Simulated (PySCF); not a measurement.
Compound: C3H7FSi.
SMILES: `C[Si@@H]1C[C@H]1F`

The closed-shell ground state was solved at several levels (PySCF, density fitting, gas phase, non-relativistic). Isolated species at its PBE0-D3(BJ)/def2-SVP geometry, gas phase.

| level | basis functions | HOMO (eV) | LUMO (eV) | gap (eV) | dipole (D) |
| --- | --- | --- | --- | --- | --- |
| PBE0/pcSseg-1 | 127 | -6.77 | 0.75 | 7.52 | 2.57 |
| PBE/pcSseg-2 | 285 | -5.55 | -0.37 | 5.18 | 2.47 |

(1) Estimate the row for CAM-B3LYP/def2-SVPD, a basis of 163 functions; the other rows only guide the guess.

(2) Over all these levels, which gives the widest orbital gap and which the narrowest?

(3) How far do the dipole and the HOMO energy spread over the levels?

Results:

(1) HOMO -8.14 eV, LUMO 1.14 eV, gap 9.28 eV, dipole 2.80 D.

(2) CAM-B3LYP/def2-SVPD (range-separated hybrid) has the widest, 9.28 eV, and PBE/pcSseg-2 (GGA) the narrowest, 5.18 eV. Functional and basis both differ between the two, so the spread mixes both effects.

(3) The dipole runs from 2.47 to 2.80 D (mean 2.61 D) and the HOMO from -8.14 to -5.55 eV.
